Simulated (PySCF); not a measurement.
Which basis set comes closest?

Molecule: SMILES Fc1ccccn1, C$_{5}$H$_{4}$FN.

Bonds (- single, = double, # triple, : aromatic): F1-C2 1.326 Å, C2:C3 1.396 Å, C3:C4 1.389 Å, C4:C5 1.396 Å, C5:C6 1.391 Å, C6:N7 1.334 Å, N7:C2 1.308 Å. C3 carries H8; C4 carries H9; C5 carries H10; C6 carries H11.

Geometry PBE0-D3(BJ)/def2-SVP throughout; GIAO in PySCF 2.14.0 with density-fitted response routines, gas phase, one conformer, non-relativistic; equivalent atoms averaged; functional PBE0.

Reference values (estimated from measurements, as parent shift plus tabulated substituent increments; solution, not stated per compound (mostly CDCl3 or CCl4); Pretsch, Buehlmann, Badertscher, Structure Determination of Organic Compounds, 4th ed. (2009)): δ(C2) = 163.7 ppm, δ(C3) = 109.7 ppm, δ(C4) = 141.3 ppm, δ(C5) = 121.2 ppm, δ(C6) = 147.8 ppm, δ(H8) = 6.95 ppm, δ(H9) = 7.78 ppm, δ(H10) = 7.20 ppm. Computed shifts are taken against TMS, calculated as an isolated molecule at each level.

Question: How do the basis sets STO-3G, pcSseg-0, 6-31G, 6-31G*, cc-pVDZ, def2-SVP, pcSseg-1, aug-cc-pVDZ, 6-311+G(2d,p), def2-TZVP, cc-pVTZ, IGLO-III, pcSseg-2 perform against the reference? Times are CPU seconds on 1 thread of an Arm Neoverse V1, shared host.

Answer: 
| basis set | functions | C2 | C3 | C4 | C5 | C6 | H8 | H9 | H10 | mean abs. error C | mean abs. error H | core-s |
| --- | --- | --- | --- | --- | --- | --- | --- | --- | --- | --- | --- | --- |
| STO-3G | 39 | 126.8 | 99.2 | 115.5 | 104.8 | 121.0 | 6.75 | 7.25 | 6.92 | 23.3 | 0.34 | 2.9 |
| pcSseg-0 | 71 | 182.2 | 121.4 | 150.1 | 131.3 | 161.9 | 6.86 | 7.78 | 7.22 | 12.6 | 0.04 | 5.4 |
| 6-31G | 71 | 160.0 | 108.7 | 134.3 | 118.2 | 143.9 | 6.93 | 7.74 | 7.29 | 3.7 | 0.05 | 5.6 |
| 6-31G* | 106 | 156.7 | 104.8 | 133.3 | 114.6 | 142.7 | 6.53 | 7.58 | 6.92 | 6.3 | 0.30 | 8.5 |
| cc-pVDZ | 118 | 162.4 | 109.7 | 138.5 | 120.3 | 147.4 | 6.60 | 7.61 | 6.93 | 1.1 | 0.26 | 10 |
| def2-SVP | 118 | 162.2 | 107.7 | 137.5 | 118.3 | 146.7 | 6.59 | 7.55 | 6.87 | 2.3 | 0.31 | 9.7 |
| pcSseg-1 | 139 | 170.6 | 114.0 | 145.8 | 125.3 | 154.6 | 6.84 | 7.80 | 7.09 | 5.3 | 0.08 | 11 |
| aug-cc-pVDZ | 197 | 163.1 | 108.3 | 138.0 | 119.1 | 147.7 | 7.01 | 7.96 | 7.30 | 1.5 | 0.11 | 21 |
| 6-311+G(2d,p) | 213 | 168.9 | 112.4 | 143.6 | 123.2 | 152.5 | 6.96 | 7.86 | 7.22 | 3.4 | 0.04 | 22 |
| def2-TZVP | 241 | 171.2 | 113.3 | 145.5 | 124.7 | 154.2 | 6.90 | 7.87 | 7.21 | 5.0 | 0.05 | 28 |
| cc-pVTZ | 266 | 170.2 | 112.5 | 144.3 | 123.9 | 153.1 | 6.89 | 7.85 | 7.21 | 4.1 | 0.05 | 31 |
| IGLO-III | 285 | 174.2 | 116.5 | 148.7 | 127.8 | 157.7 | 6.96 | 7.87 | 7.21 | 8.2 | 0.04 | 34 |
| pcSseg-2 | 308 | 175.6 | 117.3 | 150.1 | 128.9 | 159.1 | 6.96 | 7.90 | 7.23 | 9.5 | 0.05 | 42 |

For ¹³C the closest is cc-pVDZ (1.1 ppm) and the furthest STO-3G (23.3 ppm).

For ¹H the closest is pcSseg-0 (0.04 ppm, with 6-311+G(2d,p), IGLO-III, cc-pVTZ, def2-TZVP, 6-31G, pcSseg-2 practically level) and the furthest STO-3G (0.34 ppm). Where a smaller basis beats a larger one, errors probably cancel; the largest sets show where the functional converges. One molecule is a small sample, and vibrational and solvent effects are absent from the calculation.

A small basis that lands close on one nucleus may do so by chance; judge by the trend and by all nuclei.
